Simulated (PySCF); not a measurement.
C₆H₅PS.
Numbering: `[CH:1]#[C:2][c:3]1[cH:4][p:5][c:6]([CH3:7])[s:8]1`

Structure used (GFN2-xTB), in Å, numbered top down from 1:
```xyz
13
C6H5PS angstrom
C      3.6298    0.8705   -0.3316
C      2.5128    0.4542   -0.1766
C      1.2069   -0.0235    0.0016
C      0.8764   -1.2680    0.4502
P     -0.8302   -1.6662    0.6013
C     -1.3462   -0.1246    0.0496
C     -2.7714    0.2929   -0.0931
S     -0.1267    1.0267   -0.3701
H      4.6090    1.2221   -0.4637
H      1.6439   -1.9833    0.7036
H     -2.9859    1.1616    0.5308
H     -2.9965    0.5609   -1.1263
H     -3.4263   -0.5226    0.2065
```

Definitions: NICS(0) = −σiso at the ring centroid; NICS(1) = −σiso and NICS(1)zz = −σzz at ±1 Å along the ring normal z. Level: GIAO PBE0/pcSseg-1 (PySCF, non-relativistic, gas phase) on the GFN2-xTB geometry, one conformer.

Ring bond lengths (Å), with Mayer bond orders in brackets: C3–C4 1.364 (1.59), C4–P5 1.759 (1.15), P5–C6 1.717 (1.43), C6–S8 1.729 (1.15), S8–C3 1.738 (1.15).

Problem. What do the NICS probes read (ppm)?

Solution. 
```json
{"ring": "C3–C4–P5–C6–S8", "type": "5-membered ring with P and S; formal bonds all aromatic", "NICS(0)": "-10.5", "NICS(1), two faces": "-10.3 / -10.4", "NICS(1)zz, two faces": "-21.8 / -21.9", "rms pucker (Å)": "0.00", "centre to ring atoms, mean (Å)": "1.41"}
```

Problem. What can be read from them?

Solution. 
- C3–C4–P5–C6–S8: mean NICS(1)zz -21.8 ppm, shielded.

Problem. What does the geometric index give? HOMA takes Krygowski's 1993 parameters.

Solution. 
- C3–C4–P5–C6–S8: HOMA 0.75; the largest term is that of C4–P5, α(R − Ropt)² = 0.44.

Problem. Give the inner angles of the rings and the Hirshfeld charges of the ring atoms.

Solution. 
- C3–C4–P5–C6–S8: C3 115.8° (-0.024 e), C4 118.0° (-0.119 e), P5 93.5° (+0.057 e), C6 117.6° (-0.066 e), S8 95.0° (+0.132 e); sum 540.0° against 540° for a flat convex ring.

Problem. What are the shieldings of the ring atoms and their hydrogens in the same run (means over atoms taken as equivalent)?

Solution. 
```tsv
atoms	environment	σ isotropic (ppm)
C3	substituted aromatic carbon	44.2
C4	aromatic CH carbon	26.8
P5	phosphorus bonded to 2 C	95.3
C6	substituted aromatic carbon	-11.6
S8	thiophene-type sulfur	133.0
H10	aromatic hydrogen	23.53
```

The run took 26 s wall on one thread of an Arm Neoverse V1, no GPU, shared host, and the process peaked at 0.79 GiB of memory. This is the whole shielding run at PBE0/pcSseg-1, SCF included.
